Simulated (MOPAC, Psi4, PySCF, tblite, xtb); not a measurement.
Dimer COS ··· H2Se (SMILES O=C=S and [SeH2]), singlet at R = 4.12 Å between the centres of mass, closest contact 2.70 Å (lowest of the rigid-body minima from ten starts at GFN2-xTB). Geometry in Å and degrees:

```
6

O     -1.291    -0.005     0.000
C     -0.136    -0.001     0.000
S      1.427     0.006     0.000
Se    -3.190    -1.511     1.320
H     -4.462    -2.053     1.823
H     -3.899    -0.513     0.506
```

GFN2-xTB (tblite); SAPT0/jun-cc-pVDZ, frozen core (Psi4); revPBE/def2-TZVP, counterpoise-corrected (Psi4); revPBE-D3(BJ)/def2-TZVP, counterpoise-corrected (Psi4); PBE/def2-TZVP, counterpoise-corrected (Psi4); PBE-D3(BJ)/def2-TZVP, counterpoise-corrected (Psi4); HF/aug-cc-pVDZ, counterpoise-corrected (Psi4); MP2/aug-cc-pVDZ = DF-MP2/aug-cc-pVDZ, frozen core, counterpoise-corrected in Psi4; SCS-MP2/aug-cc-pVDZ = Psi4 with DF-SCS-MP2/aug-cc-pVDZ, frozen core, counterpoise-corrected; PM6, restricted, heats of formation (MOPAC); AM1, restricted, heats of formation (MOPAC); GFN1-xTB (xtb); RKS-B3LYP/6-31G* = PySCF with restricted B3LYP/6-31G*, spherical d, no counterpoise correction; RMP2/6-31G* = restricted MP2 (frozen core)/6-31G*, spherical d, no counterpoise correction (PySCF 2.14.0); RHF/6-31G* = restricted Hartree-Fock/6-31G*, spherical d, no counterpoise correction (PySCF).

What interaction energy does each level give?


```csv
method,E_int / kcal/mol
GFN2-xTB,-4.30
AM1,0.47
GFN1-xTB,0.47
RMP2/6-31G*,0.69
PM6,0.80
PBE-D3(BJ)/def2-TZVP,0.98
SAPT0/jun-cc-pVDZ,1.00
MP2/aug-cc-pVDZ,1.25
RKS-B3LYP/6-31G*,1.57
revPBE-D3(BJ)/def2-TZVP,1.68
PBE/def2-TZVP,1.96
SCS-MP2/aug-cc-pVDZ,1.97
RHF/6-31G*,3.12
revPBE/def2-TZVP,3.81
HF/aug-cc-pVDZ,3.91
```
